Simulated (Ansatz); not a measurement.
Geometry optimisation, RKS B3LYP-D4/def2-SVP (Ansatz 0.2.0).

input.yaml

```yaml
crystal:
  periodic: [false, false, false]
  atoms:
    - { symbol: Si, position_ang: [-0.9507, 0.7133, -0.1054] }
    - { symbol: H, position_ang: [-1.0282, -1.1537, 0.0169] }
    - { symbol: F, position_ang: [-1.4142, 0.5802, -1.6189] }
    - { symbol: F, position_ang: [-1.9969, 0.7268, 1.0937] }
    - { symbol: F, position_ang: [-0.6499, 2.2873, -0.0869] }
    - { symbol: H, position_ang: [1.2527, -1.0029, 0.1622] }
    - { symbol: "N", position_ang: [1.1244, 0.3233, 0.0734] }
    - { symbol: H, position_ang: [-0.2914, -1.7944, 0.1111] }
    - { symbol: F, position_ang: [0.8611, -2.1413, 0.2137] }
    - { symbol: H, position_ang: [1.4987, 0.787, 0.8881] }
    - { symbol: H, position_ang: [1.5944, 0.6744, -0.7477] }
basis:
  gaussian: { orbitals: def2-SVP }
hamiltonian:
  xc: b3lyp
  dispersion: d4
relax:
  f_tol: 0.15
  max_steps: 25
  restrain:
    - { distance: [0, 6], at: 1.82, k: 30.0 }
    - { distance: [5, 8], at: 0.88, k: 30.0 }
    - { distance: [7, 1], at: 0.62, k: 30.0 }
    - { distance: [0, 1], at: 2.72, k: 30.0 }
    - { distance: [5, 6], at: 2.32, k: 30.0 }
    - { distance: [7, 8], at: 2.18, k: 30.0 }
output:
  orbitals: {}
```

Run as:

```bash
$ ansatz run input.yaml --threads 2 --pin off --max-ram 3072MiB --backend cpu --events-out ev --progress --plain --runs-dir out
```

**Question.** Where does it end, and by what steps?

**Answer.** The run converged. The restraints hold the end off the free minimum. After 12 steps the energy has fallen by 1.663 eV (the restraints' own energy left out); H6 moved furthest, 0.64 Å. Joined: H2–H8, H6–F9.

| step | energy less start (eV) | largest force component (eV/Å) | accepted |
| --- | --- | --- | --- |
| 0 | 0.0000 | 2.779 | yes |
| 1 | -0.0430 | 3.014 | yes |
| 2 | 0.1603 | 8.258 | yes |
| 3 | -0.8111 | 4.302 | yes |
| 4 | -1.4460 | 0.986 | yes |
| 5 | -1.5840 | 1.770 | yes |
| 6 | -1.6541 | 1.859 | yes |
| 7 | -1.6475 | 1.957 | yes |
| 8 | -1.6600 | 1.745 | yes |
| 9 | -1.7082 | 1.607 | no |
| 10 | -1.6811 | 1.551 | no |
| 11 | -1.6695 | 1.791 | yes |
| 12 | -1.6635 | 1.843 | yes |

```xyz
11
Properties=species:S:1:pos:R:3
Si -0.718 1.127 -0.073
H -1.263 -1.532 -0.345
F -1.325 0.581 -1.447
F -1.508 0.545 1.186
F -0.965 2.713 -0.049
H 1.233 -1.569 0.452
N 0.994 0.685 0.014
H -0.750 -1.961 -0.129
F 1.272 -2.480 0.509
H 1.533 1.139 0.751
H 1.498 0.752 -0.869
```

Time of the run: 37 s on 2 threads of Arm Neoverse V1 (shared host), peak memory 0.26 GiB.
